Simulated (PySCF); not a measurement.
Excitations are Tamm–Dancoff values on a coarser integration grid. The basis has no diffuse functions, so Rydberg states are missing or too high.

Cartesian coordinates (Å):
SMILES: [OH][In]([SH])[SH]
```xyz
7

O     -0.2383     1.6331     0.0350
In     0.1716    -0.3040     0.0537
S      2.3644    -0.8348     0.7541
S     -1.4440    -1.9223    -0.5847
H     -1.1344     1.8348    -0.2440
H      2.6600     0.4641     0.9402
H     -2.3746    -0.9923    -0.8593
```
Charge 0, spin multiplicity 1.

Task: Predict the total energy, dipole moment, S1–T1 gap (TDA), HOMO, LUMO, S1 excitation (TDA), T1 excitation (TDA) and HOMO–LUMO gap from PySCF with PBE0-D3(BJ)/def2-TZVP.

Result: 
```json
{
 "total_energy": "-28935.03 eV",
 "dipole_moment": "1.68 D",
 "S1–T1 gap (TDA)": "0.34 eV",
 "HOMO": "-7.63 eV",
 "LUMO": "-1.75 eV",
 "S1 excitation (TDA)": "4.53 eV",
 "T1 excitation (TDA)": "4.19 eV",
 "HOMO–LUMO gap": "5.88 eV"
}
```
